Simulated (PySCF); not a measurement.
F6Se, charge -1, doublet, geometry from GFN2-xTB of the parent state (a state made from the parent by changing its charge; the spin is typed, not shown lowest) (in this run its highest filled SCF level lies above zero, so its values depend strongly on the basis, on diffuse functions most of all); TPSS/6-31G (PySCF).

PySCF was given this input:
```python
from pyscf import gto, scf, dft

mol = gto.M(
    atom='''
F     0.97227429   -1.31989934   -0.49748921
Se   -0.00000000    0.00000000    0.00000000
F     1.22973411    1.08914258   -0.48628133
F    -1.22973411   -1.08914258    0.48628133
F    -0.69092966    0.08112488   -1.56556125
F     0.69092966   -0.08112488    1.56556125
F    -0.97227429    1.31989934    0.49748921
''',
    basis='6-31g',
    charge=-1,
    spin=1,
    verbose=4,
)

mf = dft.UKS(mol)
mf.xc = 'tpss'
mf.kernel()
mf.analyze()
```

What the program printed (banner, timings and long lists left out):

```
PySCF version 2.14.0

[INPUT] verbose = 4
[INPUT] num. atoms = 7
[INPUT] num. electrons = 89
[INPUT] charge = -1
[INPUT] spin (= nelec alpha-beta = 2S) = 1
[INPUT] symmetry False subgroup None
[INPUT] Mole.unit = angstrom
[INPUT] Symbol           X                Y                Z      unit          X                Y                Z       unit  Magmom
[...]
nuclear repulsion = 816.949312583251
number of shells = 41
number of NR pGTOs = 222
number of NR cGTOs = 81
basis = 6-31g
ecp = {}

******** <class 'pyscf.dft.uks.UKS'> ********
method = UKS
initial guess = minao
damping factor = 0
level_shift factor = 0
DIIS = <class 'pyscf.scf.diis.CDIIS'>
diis_start_cycle = 1
diis_space = 8
diis_damp = 0
SCF conv_tol = 1e-09
SCF conv_tol_grad = None
SCF max_cycles = 50
direct_scf = True
direct_scf_tol = 1e-13
number electrons alpha = 45  beta = 44
XC library pyscf.dft.libxc version 7.1.2
    S. Lehtola, C. Steigemann, M. J. T. Oliveira, and M. A. L. Marques,  SoftwareX 7, 1–5 (2018)
XC functionals = tpss
    J. Tao, J. P. Perdew, V. N. Staroverov, and G. E. Scuseria,  Phys. Rev. Lett. 91, 146401 (2003)
    J. P. Perdew, J. Tao, V. N. Staroverov, and G. E. Scuseria,  J. Chem. Phys. 120, 6898 (2004)
    J. Tao, J. P. Perdew, V. N. Staroverov, and G. E. Scuseria,  Phys. Rev. Lett. 91, 146401 (2003)
    J. P. Perdew, J. Tao, V. N. Staroverov, and G. E. Scuseria,  J. Chem. Phys. 120, 6898 (2004)
radial grids:
    Treutler-Ahlrichs [JCP 102, 346 (1995); DOI:10.1063/1.469408] (M4) radial grids

becke partition: Becke, JCP 88, 2547 (1988); DOI:10.1063/1.454033
pruning grids: <function nwchem_prune>
grids dens level: 3
symmetrized grids: False
atomic radii adjust function: <function treutler_atomic_radii_adjust>
small_rho_cutoff = 0
Set gradient conv threshold to 3.16228e-05
tot grids = 106000
init E= -3000.40548470292

cycle= 1 E= -2999.59115680027  delta_E= 0.814  |g|= 1.04  |ddm|= 2.49
cycle= 2 E= -2999.03356953216  delta_E= 0.558  |g|= 1.68  |ddm|= 2.48
cycle= 3 E= -2999.98578345537  delta_E= -0.952  |g|= 0.0673  |ddm|= 1.55
cycle= 4 E= -2999.98643152924  delta_E= -0.000648  |g|= 0.0207  |ddm|= 0.0316
cycle= 5 E= -2999.98649161745  delta_E= -6.01e-05  |g|= 0.00091  |ddm|= 0.015
cycle= 6 E= -2999.98649215878  delta_E= -5.41e-07  |g|= 0.000459  |ddm|= 0.00261
cycle= 7 E= -2999.98649229399  delta_E= -1.35e-07  |g|= 6.51e-05  |ddm|= 0.00102
cycle= 8 E= -2999.98649229402  delta_E= -2.96e-11  |g|= 6.93e-05  |ddm|= 9.94e-05
cycle= 9 E= -2999.98649229566  delta_E= -1.63e-09  |g|= 1.69e-06  |ddm|= 5.55e-05
cycle= 10 E= -2999.98649229568  delta_E= -1.82e-11  |g|= 1.47e-07  |ddm|= 2.97e-06
Extra cycle  E= -2999.9864922957  delta_E= -2.18e-11  |g|= 3.49e-08  |ddm|= 2.69e-07
converged SCF energy = -2999.9864922957  <S^2> = 0.75070749  2S+1 = 2.0007074
**** SCF Summaries ****
Total Energy =                       -2999.986492295697644
Nuclear Repulsion Energy =             816.949312583251299
One-electron Energy =                -5823.931258550472194
Two-electron Energy =                 2006.995453671522910
Two-electron Coulomb Energy =         2157.685701459989104
DFT Exchange-Correlation Energy =     -150.690247788466110
**** MO energy ****
                             alpha | beta                alpha | beta
[...]
To work with the spin densities directly, `use mulliken_meta_spin()` only printing them here.

 ** Mulliken spin pop alpha/beta on meta-lowdin orthogonal AOs **
 ** Mulliken Spin Density (per AO)  **
spin_pop of  0 F 1s       -0.00000
spin_pop of  0 F 2s        0.00492
spin_pop of  0 F 3s        0.00023
spin_pop of  0 F 2px       0.03282
spin_pop of  0 F 2py       0.06137
spin_pop of  0 F 2pz       0.00783
spin_pop of  0 F 3px       0.00001
spin_pop of  0 F 3py       0.00006
spin_pop of  0 F 3pz      -0.00004
spin_pop of  1 Se 1s        0.00000
spin_pop of  1 Se 2s        0.00001
spin_pop of  1 Se 3s        0.00001
spin_pop of  1 Se 4s        0.36609
spin_pop of  1 Se 5s        0.00046
spin_pop of  1 Se 2px      -0.00000
spin_pop of  1 Se 2py      -0.00000
spin_pop of  1 Se 2pz      -0.00000
spin_pop of  1 Se 3px      -0.00001
spin_pop of  1 Se 3py      -0.00001
spin_pop of  1 Se 3pz      -0.00001
spin_pop of  1 Se 4px      -0.00245
spin_pop of  1 Se 4py      -0.00245
spin_pop of  1 Se 4pz      -0.00245
spin_pop of  1 Se 5px      -0.00070
spin_pop of  1 Se 5py      -0.00070
spin_pop of  1 Se 5pz      -0.00070
spin_pop of  1 Se 3dxy     -0.00002
spin_pop of  1 Se 3dyz     -0.00000
spin_pop of  1 Se 3dz^2    -0.00001
spin_pop of  1 Se 3dxz     -0.00001
spin_pop of  1 Se 3dx2-y2   -0.00000
spin_pop of  1 Se 4dxy     -0.00007
spin_pop of  1 Se 4dyz     -0.00001
spin_pop of  1 Se 4dz^2    -0.00005
spin_pop of  1 Se 4dxz     -0.00004
spin_pop of  1 Se 4dx2-y2   -0.00000
spin_pop of  2 F 1s       -0.00000
spin_pop of  2 F 2s        0.00492
spin_pop of  2 F 3s        0.00023
spin_pop of  2 F 2px       0.05313
spin_pop of  2 F 2py       0.04145
spin_pop of  2 F 2pz       0.00743
spin_pop of  2 F 3px       0.00005
spin_pop of  2 F 3py       0.00002
spin_pop of  2 F 3pz      -0.00004
spin_pop of  3 F 1s       -0.00000
spin_pop of  3 F 2s        0.00492
spin_pop of  3 F 3s        0.00023
spin_pop of  3 F 2px       0.05313
spin_pop of  3 F 2py       0.04145
spin_pop of  3 F 2pz       0.00743
spin_pop of  3 F 3px       0.00005
spin_pop of  3 F 3py       0.00002
spin_pop of  3 F 3pz      -0.00004
spin_pop of  4 F 1s       -0.00000
spin_pop of  4 F 2s        0.00492
spin_pop of  4 F 3s        0.00023
spin_pop of  4 F 2px       0.01606
spin_pop of  4 F 2py      -0.00080
spin_pop of  4 F 2pz       0.08675
spin_pop of  4 F 3px      -0.00003
spin_pop of  4 F 3py      -0.00006
spin_pop of  4 F 3pz       0.00011
spin_pop of  5 F 1s       -0.00000
spin_pop of  5 F 2s        0.00492
spin_pop of  5 F 3s        0.00023
spin_pop of  5 F 2px       0.01606
spin_pop of  5 F 2py      -0.00080
spin_pop of  5 F 2pz       0.08675
spin_pop of  5 F 3px      -0.00003
spin_pop of  5 F 3py      -0.00006
spin_pop of  5 F 3pz       0.00011
spin_pop of  6 F 1s       -0.00000
spin_pop of  6 F 2s        0.00492
spin_pop of  6 F 3s        0.00023
spin_pop of  6 F 2px       0.03282
spin_pop of  6 F 2py       0.06137
spin_pop of  6 F 2pz       0.00783
spin_pop of  6 F 3px       0.00001
spin_pop of  6 F 3py       0.00006
spin_pop of  6 F 3pz      -0.00004
 ** Mulliken Spin Density (per atom)  **
spin density of  0 F =      0.10719
spin density of  1 Se =      0.35686
spin density of  2 F =      0.10719
spin density of  3 F =      0.10719
spin density of  4 F =      0.10719
spin density of  5 F =      0.10719
spin density of  6 F =      0.10719
 ** Mulliken pop alpha/beta on meta-lowdin orthogonal AOs **
 ** Mulliken pop       alpha | beta **
In total            45.00000 | 44.00000
 ** Mulliken atomic charges   ( Nelec_alpha | Nelec_beta ) **
charge of  0F =     -0.49653  (     4.80186      4.69467 )
charge of  1Se =      1.97921  (    16.18883     15.83196 )
charge of  2F =     -0.49654  (     4.80186      4.69468 )
charge of  3F =     -0.49654  (     4.80186      4.69468 )
charge of  4F =     -0.49653  (     4.80186      4.69467 )
charge of  5F =     -0.49653  (     4.80186      4.69467 )
charge of  6F =     -0.49653  (     4.80186      4.69467 )

WARN: System has nonzero charge -1; the dipole moment is origin-dependent.
Location of origin: [0. 0. 0.]

Dipole moment(X, Y, Z, Debye):  0.00000,  0.00000,  0.00000
```
